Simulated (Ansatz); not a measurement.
Geometry optimisation, RKS revPBE/def2-SVP in Ansatz 0.2.0.

Input:

```yaml
crystal:
  periodic: [false, false, false]
  atoms:
    - { symbol: O, position_ang: [-0.22052, 2.03011, -0.28913] }
    - { symbol: Se, position_ang: [0.85722, 0.72776, -0.81428] }
    - { symbol: O, position_ang: [0.67293, -0.41769, 0.63314] }
    - { symbol: S, position_ang: [-0.47622, -1.59879, 0.72693] }
    - { symbol: H, position_ang: [-1.12874, 1.8832, -0.57554] }
    - { symbol: H, position_ang: [1.23513, -0.81065, 1.34702] }
basis:
  gaussian: { orbitals: def2-SVP }
hamiltonian:
  xc: revpbe
relax:
  f_tol: 0.02
  max_steps: 50
```

Launched with:

```bash
$ ansatz run input.yaml --threads 2 --pin off --max-ram 3072MiB --backend cpu --events-out ev --progress --plain --runs-dir out
```

Question: Where does it end, and by what steps?

Answer: It converged. After 46 steps the energy has fallen by 3.517 eV; Se2 moved furthest, 2.23 Å. Parted: Se2–O3 (1.86 → 3.17 Å). Joined: Se2–S4 (3.09 → 2.17 Å).

```json
{"step": "0", "energy less start (eV)": "0.0000", "largest force component (eV/Å)": "3.505", "accepted": "yes"}
{"step": "2", "energy less start (eV)": "-0.7004", "largest force component (eV/Å)": "2.211", "accepted": "yes"}
{"step": "4", "energy less start (eV)": "-1.1193", "largest force component (eV/Å)": "0.967", "accepted": "yes"}
{"step": "6", "energy less start (eV)": "-1.1855", "largest force component (eV/Å)": "0.278", "accepted": "yes"}
{"step": "8", "energy less start (eV)": "-1.1969", "largest force component (eV/Å)": "0.048", "accepted": "yes"}
{"step": "10", "energy less start (eV)": "-1.2007", "largest force component (eV/Å)": "0.098", "accepted": "yes"}
{"step": "12", "energy less start (eV)": "-1.2020", "largest force component (eV/Å)": "0.065", "accepted": "yes"}
{"step": "14", "energy less start (eV)": "-1.2026", "largest force component (eV/Å)": "0.043", "accepted": "yes"}
{"step": "16", "energy less start (eV)": "-1.2026", "largest force component (eV/Å)": "0.101", "accepted": "no"}
{"step": "18", "energy less start (eV)": "-1.2034", "largest force component (eV/Å)": "0.055", "accepted": "yes"}
{"step": "20", "energy less start (eV)": "-1.2041", "largest force component (eV/Å)": "0.069", "accepted": "yes"}
{"step": "22", "energy less start (eV)": "-1.2063", "largest force component (eV/Å)": "0.143", "accepted": "yes"}
{"step": "24", "energy less start (eV)": "-1.2097", "largest force component (eV/Å)": "0.789", "accepted": "yes"}
{"step": "26", "energy less start (eV)": "-1.3341", "largest force component (eV/Å)": "1.374", "accepted": "yes"}
{"step": "28", "energy less start (eV)": "-1.6038", "largest force component (eV/Å)": "1.043", "accepted": "yes"}
{"step": "30", "energy less start (eV)": "-2.0868", "largest force component (eV/Å)": "1.134", "accepted": "yes"}
{"step": "32", "energy less start (eV)": "-2.5041", "largest force component (eV/Å)": "0.986", "accepted": "yes"}
{"step": "34", "energy less start (eV)": "-2.7604", "largest force component (eV/Å)": "1.092", "accepted": "yes"}
{"step": "36", "energy less start (eV)": "-2.9924", "largest force component (eV/Å)": "0.731", "accepted": "yes"}
{"step": "38", "energy less start (eV)": "-3.3519", "largest force component (eV/Å)": "0.906", "accepted": "yes"}
{"step": "40", "energy less start (eV)": "-3.4658", "largest force component (eV/Å)": "1.054", "accepted": "yes"}
{"step": "42", "energy less start (eV)": "-3.4951", "largest force component (eV/Å)": "0.369", "accepted": "yes"}
{"step": "44", "energy less start (eV)": "-3.4812", "largest force component (eV/Å)": "0.336", "accepted": "no"}
{"step": "46", "energy less start (eV)": "-3.5173", "largest force component (eV/Å)": "0.014", "accepted": "yes"}
```

```xyz
6
Properties=species:S:1:pos:R:3
O 0.259 2.049 -0.701
Se -0.969 1.172 0.385
O 0.673 -1.283 1.529
S -0.482 -0.944 0.312
H -0.088 1.940 -1.611
H 1.546 -1.120 1.114
```

Whether the end is a true minimum wasn't checked by a vibrational analysis.

The run took 20 s on 2 threads of AMD EPYC 9R45 96-Core Processor (Zen 5) (shared host), peak memory 0.14 GiB.
